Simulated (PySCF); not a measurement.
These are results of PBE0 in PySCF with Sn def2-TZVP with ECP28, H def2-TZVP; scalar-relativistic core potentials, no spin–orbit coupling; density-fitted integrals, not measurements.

Each entry is the lowest minimum that a search over a few typed start shapes (and spin states, where more than one is plausible) found, or that minimum re-optimised at the stated level; isomers with ligand–ligand bonds, or fragments after loss of a ligand pair, can lie lower. Open shells are unrestricted.

SnH₃ is a doublet of C3v symmetry with Sn–H 1.715 Å (×3); H–Sn–H 109.7° (×3). Its wavenumbers are 637, 701 (×2), 1874, 1911 (×2) cm⁻¹.

(1) What changes when one electron is removed, giving SnH₃⁺?

Answers

(1) It costs 7.60 eV between the minima (7.63 eV with zero-point energy). SnH₃⁺ is a singlet of D3h symmetry with Sn–H 1.686 Å (×3); H–Sn–H 120.0° (×3); wavenumbers 676, 678 (×2), 2002, 2053 (×2) cm⁻¹.
